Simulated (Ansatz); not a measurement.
Consider the ligand exchange at the Si–C bond: `[SiH3]CCSS` + `BC[SiH2]S` → `BC[SiH2]S[SiH3]` + `CCSS`.

Isolated molecules relaxed with PBE0-D4/def2-TZVP in Ansatz; ΔE leaves out vibrations. CCSD(T)/CBS is the MP2 limit (def2-TZVPP, def2-QZVPP) plus CCSD(T) − MP2 in def2-TZVPP, frozen cores. Functionals use def2-TZVPP. B3LYP here is the variant with VWN-RPA as its local correlation; programs differ in this. One conformer a species, not always the lowest.

```json
{"level": "PBE-D4", "ΔE (kJ/mol)": "-74.8", "difference from CCSD(T)/CBS": "-1.8"}
{"level": "B2PLYP", "ΔE (kJ/mol)": "-69.2", "difference from CCSD(T)/CBS": "3.8"}
{"level": "PBE", "ΔE (kJ/mol)": "-71.9", "difference from CCSD(T)/CBS": "1.1"}
{"level": "r2SCAN", "ΔE (kJ/mol)": "-75.5", "difference from CCSD(T)/CBS": "-2.5"}
{"level": "B3LYP", "ΔE (kJ/mol)": "-66.0", "difference from CCSD(T)/CBS": "7.0"}
{"level": "HF/def2-TZVPP", "ΔE (kJ/mol)": "-66.1", "difference from CCSD(T)/CBS": "6.9"}
{"level": "SCS-MP2/def2-TZVPP", "ΔE (kJ/mol)": "-70.9", "difference from CCSD(T)/CBS": "2.1"}
{"level": "HF/def2-QZVPP", "ΔE (kJ/mol)": "-66.3", "difference from CCSD(T)/CBS": "6.7"}
{"level": "SCS-MP2/def2-QZVPP", "ΔE (kJ/mol)": "-72.9", "difference from CCSD(T)/CBS": "0.1"}
{"level": "CCSD/CBS(def2)", "ΔE (kJ/mol)": "-71.3", "difference from CCSD(T)/CBS": "1.7"}
{"level": "CCSD(T)/CBS", "ΔE (kJ/mol)": "-73.0", "difference from CCSD(T)/CBS": "0"}
```

Largest T1 diagnostic among the species: 0.012.

In def2-TZVPP, CCSD(T) changes the Hartree–Fock value by −3.4 kJ/mol (the triples alone add −1.7 kJ/mol) and MP2 by −8.3 kJ/mol. The D4 term adds −4.9 kJ/mol with B3LYP and −2.5 kJ/mol with PBE0; it sums over pairs of atoms, weighted by their polarisabilities, and B3LYP, whose exchange is more repulsive, gets the larger term.
